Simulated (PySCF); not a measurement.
Geometries of 3 isomers of C5H7O2P, from PySCF 2.14.0, PBE0-D3(BJ)/def2-SVP geometry optimisation, gas phase. One conformer each, no zero-point energy, no frequencies.

**Question.** Which is lowest in electronic energy at this level?
A.
```xyz
15
angstrom
C      2.147    0.178   -1.093
O      1.132   -0.507   -0.392
C      0.063    0.176    0.004
O      0.103    1.505   -0.151
C     -1.034    2.089    0.299
P     -2.192    1.010    0.924
C     -1.074   -0.334    0.562
C     -1.302   -1.789    0.818
H      2.610    0.959   -0.469
H      2.899   -0.574   -1.356
H      1.756    0.646   -2.011
H     -1.043    3.172    0.185
H     -2.365   -2.052    0.716
H     -0.729   -2.404    0.109
H     -0.989   -2.081    1.834
```
B.
```xyz
15
angstrom
C     -0.123    2.892    0.904
C     -0.230    1.811    0.359
P     -0.292    0.242   -0.473
C     -1.968   -0.354   -0.176
O      0.208    0.254   -1.881
C      0.770   -0.815    0.679
C      2.206   -0.913    0.275
O      0.263   -1.363    1.623
H     -0.033    3.850    1.384
H     -2.069   -1.332   -0.668
H     -2.688    0.351   -0.614
H     -2.134   -0.460    0.904
H      2.745   -1.603    0.936
H      2.263   -1.232   -0.777
H      2.663    0.090    0.314
```
C.
```xyz
15
angstrom
C     -3.030   -1.134   -0.304
O     -2.962    0.218    0.093
C     -1.767    0.760    0.293
C     -1.474    2.042    0.644
P      0.286    2.244    0.788
C      0.470    0.597    0.365
C      1.677   -0.247    0.203
O     -0.709   -0.048    0.135
H     -2.508   -1.300   -1.259
H     -4.096   -1.363   -0.424
H     -2.594   -1.801    0.457
H     -2.238    2.801    0.802
H      1.753   -0.649   -0.821
H      2.579    0.345    0.407
H      1.664   -1.105    0.896
```

**Answer.** C. That is `COc1cpc(C)o1`, 3.1 kcal/mol below the next.

```json
{"SMILES": "COc1cpc(C)o1", "atoms numbered as above": "[CH3:1][O:2][c:3]1[cH:4][p:5][c:6]([CH3:7])[o:8]1", "E (Eh)": "-685.64696", "relative (kcal/mol)": "0.0", "relative (kJ/mol)": "0.0", "dipole (D)": "2.83"}
{"SMILES": "COc1ocpc1C", "atoms numbered as above": "[CH3:1][O:2][c:3]1[o:4][cH:5][p:6][c:7]1[CH3:8]", "E (Eh)": "-685.64194", "relative (kcal/mol)": "3.1", "relative (kJ/mol)": "13.2", "dipole (D)": "2.46"}
{"SMILES": "C#C[P@@](C)(=O)C(C)=O", "atoms numbered as above": "[CH:1]#[C:2][P@@:3]([CH3:4])(=[O:5])[C:6]([CH3:7])=[O:8]", "E (Eh)": "-685.60699", "relative (kcal/mol)": "25.1", "relative (kJ/mol)": "104.9", "dipole (D)": "2.24"}
```

As drawn, the lowest has an aromatic ring, which the highest lacks; the highest has a C=O bond, a C≡C bond and a P=O bond, which the lowest lacks.
